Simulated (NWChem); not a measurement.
## Basis-set convergence for selenium dioxide (O2Se)

SMILES: O=[Se]=O
```xyz
3

O      1.3523     0.0000    -0.5852
Se     0.0000     0.0000     0.2754
O     -1.3523     0.0000    -0.5852
```
Charge 0, spin multiplicity 1.

All runs are NWChem calculations. All single points use one geometry, from PBE0/def2-SVP, a minimum by its harmonic frequencies.

Quantity: first vertical ionisation energy at the level G0W0@PBE0.

The Hamiltonian is non-relativistic. GW and range-separated runs recompute their integrals, the others keep them in memory, which bears on the times.

The cost column gives rough processor time relative to def2-SVPD; each entry includes its own SCF.

```json
[
 {"basis": "def2-SVPD", "functions": "87", "first vertical ionisation energy (eV)": "___", "relative cost": "1"},
 {"basis": "def2-TZVP", "functions": "110", "first vertical ionisation energy (eV)": "11.26", "relative cost": "under 3"},
 {"basis": "def2-TZVPP", "functions": "110", "first vertical ionisation energy (eV)": "11.26", "relative cost": "under 3"},
 {"basis": "def2-TZVPD", "functions": "137", "first vertical ionisation energy (eV)": "___", "relative cost": "4"}
]
```

Task: What belongs in the gaps?

Result: 
- def2-SVPD, first vertical ionisation energy (eV): 11.04
- def2-TZVPD, first vertical ionisation energy (eV): 11.30
